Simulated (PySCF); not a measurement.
HF beside CCSD(T) along the fifth-period p block: bonds to In

HF and CCSD(T) in PySCF with def2-SVP on every atom (core potentials on In, Sn, Sb, I), for the lowest determinant that a PBE0 search found; no spin–orbit coupling.

```tsv
molecule	state (unpaired electrons)	HF Re (Å)	HF ωe (cm⁻¹)	HF De (eV)	CCSD(T) Re (Å)	CCSD(T) ωe (cm⁻¹)	CCSD(T) De (eV)
In2	triplet (σ ↑, π ↑)	3.102	116	0.59	?	?	?
InSn	quartet (σ ↑, π ↑↑)	2.939	134	1.21	2.874	150	1.79
InSb	triplet (π ↑↑)	3.001	138	0.60	2.985	142	1.25
InI	singlet (closed shell)	2.830	168	2.60	2.796	179	3.34
```

(1) Estimate the CCSD(T) values of In2 by adding the mean shift from HF to CCSD(T) of the other rows, and compare with the calculation.

(2) What are the mean differences of HF from CCSD(T) over the whole series?

In a basis of this size CCSD(T) is itself not converged; it tends to give bonds that are too long and too weak.

Correlated steps freeze 8 core orbitals. Correlated levels converge slowly with the basis: in double zeta they bind strong bonds too weakly, by up to about 1 eV, and carry superposition errors of some tenths. These are scalar-relativistic numbers at best; spin–orbit coupling would shift them, the dissociation energy most. Where the molecule has an RHF reference, its open-shell atoms are computed with UHF. States were picked by a PBE0 search and need not be the measured ground states.

Answers

(1) The mean shifts are -3.8 pm, +10 cm⁻¹ and +0.66 eV, which give 3.064 Å, 126 cm⁻¹ and 1.25 eV. CCSD(T)/def2-SVP gives Re = 3.055 Å, ωe = 120 cm⁻¹, De = 1.07 eV.

(2) Re +4.0 pm, ωe -9 cm⁻¹, De -0.61 eV.
